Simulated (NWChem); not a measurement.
System: CH5NOSn, singlet; SMILES C[O][Sn][NH2]

```xyz
9

Sn     0.2634    -0.6210     0.0000
O      0.7653     1.3569     0.0000
C     -0.1542     2.4134     0.0000
H     -0.8237     2.4194     0.8976
H      0.3912     3.3852     0.0000
H     -0.8237     2.4194    -0.8976
N     -1.7728    -0.2976     0.0000
H     -2.2296     0.6198     0.0000
H     -2.4696    -1.0483     0.0000
```
Atoms are numbered in this order, from 1.

Computed with NWChem. Low-valent species are run as closed-shell singlets; no triplet was tried in these runs. The geometry was optimised at PBE-D3(BJ)/def2-SVP. def2 effective core potentials on Sn; no spin-orbit coupling. Hybrids' shares of exact exchange are those that their runs print; pure functionals count as 0. The functionals differ in more than this share.

| row | share of exact exchange | highest occupied level (eV) |
|---|---|---|
| PBE/def2-SVP | 0.00 | -5.48 |
| BLYP/def2-SVP | 0.00 | -5.32 |
| B3LYP/def2-SVP | 0.20 | -6.61 |
| PBE0/def2-SVP | 0.25 | -6.90 |
| PW6B95/def2-SVP | 0.28 | -6.98 |
| MPW1K/def2-SVP | 0.43 | withheld |

Fit a straight line of the last column on the one before it, predict the withheld value, and compare with the run.


1. Means of the 5 shown rows: x = 0.146, y = -6.258. Slope Σ(x − x̄)(y − ȳ)/Σ(x − x̄)² = -0.4331/0.07432 = -5.827; intercept -5.407.
2. The shown rows scatter about the line by 0.062 (root mean square); the largest residual is +0.09, at BLYP/def2-SVP.
3. At x = 0.43 (MPW1K/def2-SVP; beyond the shown range) the line gives -7.91.
4. The run gives -7.98, -0.07 from the line, 1.1 times the scatter.
